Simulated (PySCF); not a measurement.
Job for PySCF: R-B3LYP/6-31G* on ClGeH3O (SMILES [OH][GeH2][Cl]), a point of a torsion scan.

```python
from pyscf import gto, scf, dft, mp
from pyscf.data.elements import chemcore

mol = gto.M(
    atom='''
    O     1.24129623    0.06058732   -0.46437847
    Ge   -0.39654860   -0.14333597    0.06555391
    Cl   -0.52789541   -2.05159877    0.91770480
    H     1.90142566    0.42957286    0.11814994
    H    -1.17280229   -0.07851350   -1.21295211
    H    -0.76565707    0.91831515    1.07420504
    ''',
    basis='6-31g*',
    cart=True,
    charge=0, spin=0, verbose=3, max_memory=1800)
mf = dft.RKS(mol, xc='b3lyp')
mf.conv_tol = 1e-8
mf.max_cycle = 100
mf.kernel()
if not mf.converged:
    mf = mf.newton().run(mf.mo_coeff, mf.mo_occ)
```

The log:

```
converged SCF energy = -2614.03376306886
```

The run converged.

Cost: about 7 core-seconds (a rough figure).
